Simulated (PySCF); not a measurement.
Geometry (Å), atoms numbered from 1 in this order:
```xyz
20

C    -3.836   -0.253    1.420
C    -2.876    0.060    0.384
C    -2.083    0.325   -0.485
Si   -0.866    0.751   -1.812
O     0.667    0.479   -1.347
C     1.278   -0.701   -0.929
C     2.672   -0.395   -0.375
C     2.585    0.395    0.888
N     3.199    0.020    1.915
H    -3.820   -1.321    1.637
H    -3.597    0.297    2.330
H    -4.837    0.025    1.091
H    -1.218   -0.057   -2.987
H    -0.777    2.186   -2.044
H     0.669   -1.190   -0.158
H     1.366   -1.391   -1.779
H     3.211    0.198   -1.119
H     3.217   -1.320   -0.189
H     1.949    1.288    0.819
H     3.090    0.613    2.735
```

Fast rotation and ring inversion assumed for equivalent nuclei, relativity neglected, single conformer, no solvent. Structure optimised with GFN2-xTB; PBE0/pcSseg-1 with gauge-including orbitals; PySCF.

Referencing at the same level of theory: 13C (186.93 ppm) against TMS.

Q: Do the 13C shifts follow the atomic charges (in e)? Tabulate both.

A: 
```
atoms  hybridisation  δ (ppm)  σ para (ppm)  Hirshfeld    IAO  Mulliken  ESP-fitted
   C8              –    177.0          -244      +0.05  +0.05     +0.01       +0.40
   C2              –    113.7          -203      -0.02  +0.01     -0.11       +0.27
   C3              –     84.0          -157      -0.19  -0.41     -0.45       -0.53
   C6              –     64.9          -125      +0.01  -0.04     +0.06       +0.20
   C7              –     47.4          -110      -0.08  -0.28     -0.20       -0.20
   C1              –      5.9           -71      -0.09  -0.44     -0.16       -0.55
```

Correlation coefficients of δ with charge over these carbons: Hirshfeld +0.53, IAO +0.75, Mulliken +0.28, ESP-fitted +0.75; with the paramagnetic shielding -0.99. With so few points these coefficients are fragile. Charge is one influence among several: hybridisation and low-lying excitations act through the paramagnetic term.

Shifts are as computed. Against solution values, carbons near 30 ppm lie about +3 ppm off and those near 130 ppm about +5 ppm. Of 1211 compounds with measured shifts, 218 miss one by over three times the rms of a fit or turn the order of signals round; such compounds aren't used in these exercises.
